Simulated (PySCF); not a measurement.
Species: BH11NPSi3.
Structure used (PBE0-D3(BJ)/def2-SVP), in Å, numbered top down from 1:
```
atom  x, y, z in Å
Si1    2.5085    1.2917    0.5796
P2     1.1962    1.5350   -1.2358
B3     0.1325   -0.0686   -1.0867
N4    -0.8460   -0.2987   -0.0872
Si5   -1.2764    0.8663    1.1796
Si6   -1.8111   -1.7862   -0.1744
H7     2.9296   -0.1183    0.8470
H8     3.7295    2.1298    0.3856
H9     1.7627    1.7904    1.7736
H10    2.1574    1.0122   -2.1492
H11    0.2675   -0.8891   -1.9693
H12   -2.7498    0.7547    1.4004
H13   -0.5792    0.5422    2.4576
H14   -0.9171    2.2382    0.7253
H15   -2.0416   -2.2753    1.2190
H16   -3.1398   -1.5090   -0.7979
H17   -1.0754   -2.8103   -0.9631
```

Computed at PBE0/pcSseg-1 (PySCF, non-relativistic), with Q(11B) = 0.04059 b, Q(14N) = 0.02044 b: B3, 11B (I = 3/2): χzz = 3.798 MHz, η = 0.204; N4, 14N (I = 1): χzz = -1.232 MHz, η = 0.377.

Q: Find the zero-field quadrupole resonance frequencies of 11B at B3.

A: From ν = (|χ|/2)√(1 + η²/3): ν = 1.912 MHz (three-coordinate boron).

Q: Where would the pure quadrupole (NQR) lines of 14N at N4 fall for the rigid, isolated species?

A: From ν± = (3/4)|χ|(1 ± η/3) and ν0 = |χ|η/2: ν+ 1.040 MHz, ν− 0.808 MHz, ν0 0.232 MHz (nitrogen bridging silicon atoms).

In a crystal, neighbours and librations shift these lines. With so small a basis the couplings can be 20 % off.

These values come from a run that also computed NMR shieldings. On one thread, Arm Neoverse V1 (shared host), this took 27 s of wall time.

One conformer stands for the species.
